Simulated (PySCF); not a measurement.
PW91 on Li- (lithium, charge -1), [He] 2s2, closed-shell 1S. Calculation: PySCF 2.14, in x2c-QZVPPall with one added diffuse shell each of s, p type (7s5p2d1f, 39 functions); the spin-free X2C one-electron Hamiltonian (Gaussian nucleus).

```
cycle= 1 E= -7.49406995093723  delta_E= -0.00179  |g|= 0.00964  |ddm|= 0.241
cycle= 2 E= -7.49379445355271  delta_E= 0.000275  |g|= 0.0111  |ddm|= 0.661
cycle= 3 E= -7.49455907959519  delta_E= -0.000765  |g|= 0.000955  |ddm|= 0.401
cycle= 4 E= -7.49455996385574  delta_E= -8.84e-07  |g|= 0.000228  |ddm|= 0.0199
cycle= 5 E= -7.49456022898908  delta_E= -2.65e-07  |g|= 1.11e-05  |ddm|= 0.00295
cycle= 6 E= -7.49456022924089  delta_E= -2.52e-10  |g|= 2.85e-06  |ddm|= 0.000507
converged SCF energy = -7.49456022924089  <S^2> = -4.8849813e-15  2S+1 = 1
```

Highest occupied orbital energy: 0.908 eV; ⟨L²⟩ = 0.00; populations by l: s 4.00, p 0.00, d 0.00, f 0.00.

Question: Can this result be used?

Answer: With care. Self-consistency was reached. At PW91 the highest occupied level has a positive energy, so only the finite basis holds that electron; in a semilocal or global hybrid functional this comes from self-interaction and does not mean that the real anion is unbound.
